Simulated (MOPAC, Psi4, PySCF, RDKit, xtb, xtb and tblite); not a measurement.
Two geometries of SMILES CC(C)CCC#N (C6H11N), relaxed at GFN2-xTB with one dihedral held; other torsions can differ between them too.

Structure A

```
18

C     -0.9784     1.3477    -0.0026
C     -0.5891    -0.1134     0.2131
C     -1.7597    -1.0262    -0.1454
C      0.6372    -0.4883    -0.6253
C      1.9158     0.2530    -0.1860
C      3.0338    -0.6509    -0.1128
N      3.9051    -1.3887    -0.0515
H     -1.8452     1.6015     0.6032
H     -0.1679     2.0195     0.2701
H     -1.2305     1.5198    -1.0472
H     -0.3464    -0.2631     1.2717
H     -2.0189    -0.9162    -1.1964
H     -2.6338    -0.7752     0.4507
H     -1.5073    -2.0679     0.0388
H      0.8030    -1.5647    -0.5296
H      0.4353    -0.2829    -1.6779
H      1.7813     0.6783     0.8136
H      2.1644     1.0670    -0.8702
```

Structure B

```
18

C      1.0155     1.3459    -0.0282
C      0.6128    -0.1090     0.2026
C      1.7667    -1.0361    -0.1738
C     -0.6331    -0.4698    -0.6139
C     -1.9143     0.2164    -0.0933
C     -2.5036     1.0536    -1.1046
N     -2.9516     1.7132    -1.9241
H      1.8726     1.6053     0.5891
H      0.2046     2.0290     0.2136
H      1.2854     1.4990    -1.0711
H      0.3878    -0.2524     1.2664
H      1.9999    -0.9397    -1.2320
H      2.6572    -0.7847     0.3973
H      1.5121    -2.0741     0.0290
H     -0.7738    -1.5519    -0.5856
H     -0.4637    -0.1915    -1.6568
H     -2.6609    -0.5249     0.2038
H     -1.6965     0.8361     0.7802
```

### Question
Which is lower in energy at the level PBE0-D3(BJ)/def2-SVP // GFN2-xTB run with Psi4, and by how much?

### Answer
A is lower, by 0.40 kcal/mol (dihedral C2–C4–C5–C6: 135° in A, 120° in B).

E(B) − E(A) in kcal/mol at the other levels, on the same two geometries: GFN2-xTB (xtb and tblite) 0.31; MMFF94 // GFN2-xTB (RDKit) 0.63; PBE0/def2-SVP // GFN2-xTB (Psi4) 0.54; PBE/def2-SVP // GFN2-xTB (Psi4) 0.51; PBE-D3(BJ)/def2-SVP // GFN2-xTB (Psi4) 0.38; UFF // GFN2-xTB (RDKit) 0.75; PM7, restricted, heats of formation // GFN2-xTB (MOPAC) -0.08; AM1, restricted, heats of formation // GFN2-xTB (MOPAC) 0.36; GFN1-xTB // GFN2-xTB (xtb) 0.25; restricted B3LYP/6-31G*, spherical d, density fitting // GFN2-xTB (PySCF) 0.58; restricted B3LYP/3-21G // GFN2-xTB (PySCF) 0.55; restricted Hartree-Fock/LANL2DZ // GFN2-xTB (PySCF) 0.66; restricted Hartree-Fock/6-31G*, spherical d, density fitting // GFN2-xTB (PySCF) 0.68.
